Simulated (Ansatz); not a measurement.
A run for Ansatz (an electronic-structure program): R-PBE/def2-TZVPPD on H4OSi (SMILES O[SiH3]) with ghost functions, monomers drawn apart or pushed together. Files ending in .json are basis or fitting sets from the Basis Set Exchange.

Ansatz 0.2 input:
```yaml
crystal:
  periodic: [false, false, false]
  atoms:
    - {symbol: O, position_ang: [0.67791825, -1.30685126, 2.66301700]}
    - {symbol: Si, position_ang: [0.55501936, -0.04823938, 3.71965850]}
    - {symbol: H, position_ang: [0.41896729, -1.13882496, 1.74752150]}
    - {symbol: H, position_ang: [1.43999410, 1.08324614, 3.34103062]}
    - {symbol: H, position_ang: [0.96009042, -0.57170254, 5.03992583]}
    - {symbol: H, position_ang: [-0.83319501, 0.47572396, 3.79597193]}
basis:
  gaussian:
    orbitals: def2-TZVPPD.json
    ghost_atoms:
      - {symbol: As, position_ang: [-0.37087047, -0.12669010, -0.24454212]}
      - {symbol: H, position_ang: [-1.82746168, -0.18720242, -0.67450692]}
      - {symbol: H, position_ang: [0.14982197, -0.50947290, -1.62037825]}
      - {symbol: H, position_ang: [-0.25696793, 1.36491626, -0.51510325]}
hamiltonian:
  xc: {name: PBE}
scf: {lower_state_search: off}
```

Program output:

```
Functional definition: PBE
[...]
these checks for a lower state are left out or cut short: stability, starts, cluster_reference, orbital_swaps, neighbouring_geometries, increment
integrals: 0.20 GiB planned
1280 factors; their error is unknown
mean field: 1.29 GiB planned
mean field evaluation 1: about -9979.3621 eV, gradient 6.1e1 eV
mean field evaluation 2: about -9945.3661 eV, gradient 1.4e2 eV
mean field evaluation 4: about -9985.4051 eV, gradient 3.5e0 eV
mean field evaluation 8: about -9985.4425 eV, gradient 3.6e-2 eV
mean field evaluation 16: about -9985.4267 eV, gradient 9.4e-6 eV
mean field -9985.42669603 eV, -366.9576627140 hartree, gradient 1.3e-6 eV, S^2 0.000000; 0 other end points of the search recorded, 0 dependent functions left out
reference -9985.42673970 eV, -366.9576643185 hartree; 13, 13 occupied and 248, 248 virtual orbitals, 1280 factors
Total energy: -9985.42673970 eV, -366.9576643185 hartree
Checks for a lower state left out: stability, starts, cluster_reference, orbital_swaps, neighbouring_geometries, increment
```

The run converged.

Cost: about 3.0 core-seconds (a rough figure).
